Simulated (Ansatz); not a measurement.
BeF₃⁻, 4 atoms. Hardware: 4 threads of Arm Neoverse V1 on a shared host.

Correlated methods freeze 3 core orbitals.

Q: How many basis functions does each of these Ansatz runs have, and roughly what does it cost? LC-ωPBE/def2-TZVPD, charge -1 quintet, energy, from earlier orbitals; MP2/def2-TZVPD, charge -1 triplet, energy, from earlier orbitals; HF/STO-3G, charge -1 quintet, energy; PBE with 50 % exact exchange/def2-TZVPD, charge -1 triplet, energy, from earlier orbitals; PBE with 50 % exact exchange/def2-TZVPD, charge -1 singlet, energy, from earlier orbitals; B2PLYP/def2-TZVPD, charge -1 triplet, energy, from earlier orbitals; PBE0-D4/def2-TZVPD, charge -1 unrestricted singlet, energy, from earlier orbitals; r2SCAN-D4/def2-TZVPD, charge -1 singlet, energy, from earlier orbitals; LC-ωPBE/def2-TZVPD, charge -1 triplet, energy, from earlier orbitals; PBE with 50 % exact exchange/def2-TZVPD, charge -1 quintet, energy, from earlier orbitals; r2SCAN-D4/def2-TZVPD, charge -1 triplet, energy, from earlier orbitals; PBE with 15 % exact exchange/def2-TZVPD, charge -1 quintet, energy, from earlier orbitals.

A: Other jobs shared the machine, so times can vary by a factor of up to 3. A dash marks memory too small to be measured apart from the calling script's.

```
                                                                                      run  functions  fitting or Cholesky vectors  wall time  peak host memory (GiB)
                                                     HF/STO-3G, charge -1 quintet, energy         20                          273      0.1 s                       –
                   r2SCAN-D4/def2-TZVPD, charge -1 singlet, energy, from earlier orbitals        142                          748      1.1 s                       –
PBE with 50 % exact exchange/def2-TZVPD, charge -1 singlet, energy, from earlier orbitals        142                          814      1.3 s                       –
                         MP2/def2-TZVPD, charge -1 triplet, energy, from earlier orbitals        142                          950      1.4 s                       –
PBE with 15 % exact exchange/def2-TZVPD, charge -1 quintet, energy, from earlier orbitals        142                          748      1.5 s                       –
PBE with 50 % exact exchange/def2-TZVPD, charge -1 triplet, energy, from earlier orbitals        142                          814      1.6 s                       –
        PBE0-D4/def2-TZVPD, charge -1 unrestricted singlet, energy, from earlier orbitals        142                          748      1.7 s                       –
                     LC-ωPBE/def2-TZVPD, charge -1 quintet, energy, from earlier orbitals        142                          748      1.9 s                       –
                   r2SCAN-D4/def2-TZVPD, charge -1 triplet, energy, from earlier orbitals        142                          748      2.6 s                       –
                      B2PLYP/def2-TZVPD, charge -1 triplet, energy, from earlier orbitals        142                          950      2.6 s                       –
                     LC-ωPBE/def2-TZVPD, charge -1 triplet, energy, from earlier orbitals        142                          748      2.9 s                       –
PBE with 50 % exact exchange/def2-TZVPD, charge -1 quintet, energy, from earlier orbitals        142                          814      3.2 s                       –
```
